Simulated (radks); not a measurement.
The numbers below are computed, except where a source is named.
Initial-state core-level shifts of the tantalum ion Ta2+ when its valence configuration changes from [Xe] 4f14 5d3. Code: a radial shooting solver on a logarithmic mesh with Libxc functionals. Model: scalar-relativistic Kohn-Sham, PBEsol, spin-polarised, spherical densities, point nucleus; open shells are filled with parallel spins first (spin-orbit coupling, left out, can overturn this in heavy ions). Shifts are changes of the shell-averaged eigenvalues in eV (positive: less bound).

[
 {"valence": "4f12 5d3 6s2", "3s": "-30.290", "3d": "-30.022", "4s": "-28.147", "5s": "-15.160"},
 {"valence": "4f14 5d2 6s1", "3s": "-3.033", "3d": "-3.049", "4s": "-3.030", "5s": "-2.978"},
 {"valence": "4f13 5d3 6p1", "3s": "-15.827", "3d": "-15.697", "4s": "-14.919", "5s": "-8.784"},
 {"valence": "4f13 5d4", "3s": "-11.143", "3d": "-10.998", "4s": "-10.246", "5s": "-4.234"},
 {"valence": "4f14 5d1 6s2", "3s": "-6.328", "3d": "-6.361", "4s": "-6.315", "5s": "-6.170"},
 {"valence": "4f14 5d2 6p1", "3s": "-4.475", "3d": "-4.490", "4s": "-4.477", "5s": "-4.413"},
 {"valence": "4f14 5d2.5 6p0.5", "3s": "-2.221", "3d": "-2.228", "4s": "-2.223", "5s": "-2.197"},
 {"valence": "4f14 5d1 6p2", "3s": "-9.061", "3d": "-9.095", "4s": "-9.057", "5s": "-8.872"},
 {"valence": "4f14 5d0.5 6s0.5 6p2", "3s": "-10.697", "3d": "-10.742", "4s": "-10.687", "5s": "-10.430"}
]
